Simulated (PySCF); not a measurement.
Work out the structure from these simulated measurements.

Formula: C4H12BOPSi.

- NMR, other nuclei: isotropic shieldings of nuclei other than C and H, by class: 145 (1 B), 198 (1 O), 451 (1 Si), 421 (1 P) ppm [GIAO KT2/pcSseg-1]
- UV, strongest line: among the 10 lowest singlet transitions: S6 at 7.00 eV (177 nm, f = 0.137) [TDDFT CAM-B3LYP/def2-SVPD]
- XPS: Si2p3/2 106.9, P2p3/2 137.1, B1s 193.1, C1s 290.0, C1s 290.8, C1s 292.3, C1s 293.0, O1s 539.7, Si1s 1846.6, P1s 2150.8 eV [ΔSCF SCAN, pcX-2 on the ionised atom, pcseg-1 elsewhere, spin-free X2C, 2p3/2 from a spin–orbit splitting computed afterwards within the 2p shell]
- UV, first state: lowest singlet excitation: 5.66 eV (219 nm, f = 0.120) [TDDFT CAM-B3LYP/def2-SVPD]
- Dipole: 4.69 D [CAM-B3LYP/def2-SVPD]
- Rotational structure: rotational constants A, B, C: 1.397, 1.083, 0.764 GHz [PBE0-D3(BJ)/def2-SVP]
- 13C NMR: chemical shifts (computed TMS as zero) by class: 167.6 (1 C), 81.5 (1 C), 61.2 (1 C), 21.9 (1 C) ppm [GIAO KT2/pcSseg-1]

Gas-phase values; electronic properties from PySCF, density fitting. Levels stand in brackets. Geometry: PBE0-D3(BJ)/def2-SVP, one conformer, isolated molecule. Each NMR value is the plain mean over a class of atoms that symmetry, rotation or inversion makes alike.

Q: What is the compound? Reason from the data.

A: Numbering: `[BH3-:1][P@+:2]1([CH3:3])[C:4]([SiH3:5])=[C:6]1[O:7][CH3:8]`. 4 carbons fall into 4 classes; from least to most shielded: vinylic carbon bearing oxygen [C6] (167.6 ppm), fully substituted alkene carbon [C4] (81.5 ppm), methoxy carbon [C8] (61.2 ppm), chain sp3 carbon bound to phosphorus [C3] (21.9 ppm). The other shieldings belong to: 145 ppm, four-coordinate boron [B1]; 198 ppm, ether oxygen [O7]; 451 ppm, SiH3 silicon [Si5]; 421 ppm, phosphorus bonded to B and 3 C [P2]. The core levels belong to: Si2p3/2 106.9 eV, SiH3 silicon [Si5]; P2p3/2 137.1 eV, phosphorus bonded to B and 3 C [P2]; B1s 193.1 eV, four-coordinate boron [B1]; C1s 290.0 eV, fully substituted alkene carbon [C4]; C1s 290.8 eV, sp3 carbon bound to phosphorus [C3]; C1s 292.3 eV, vinylic carbon bearing oxygen [C6]; C1s 293.0 eV, methoxy carbon [C8]; O1s 539.7 eV, ether oxygen [O7]; Si1s 1846.6 eV, SiH3 silicon [Si5]; P1s 2150.8 eV, phosphorus bonded to B and 3 C [P2]. The hole state at 292.3 eV has ⟨S²⟩ = 0.85 against 0.75, so that value is less sure. The optimised geometry has point group C1 and is an asymmetric top. Structure: `[BH3-][P@+]1(C)C([SiH3])=C1OC`. The assignments are read from this structure; whether some other isomer fits the data as well wasn't checked. The mirror image fits equally.

The values belong to the conformer `[BH3-:1][P@+:2]1([CH3:3])[C:4]([SiH3:5])=[C:6]1[O:7][CH3:8]`: C4–C6–O7–C8 -174°.
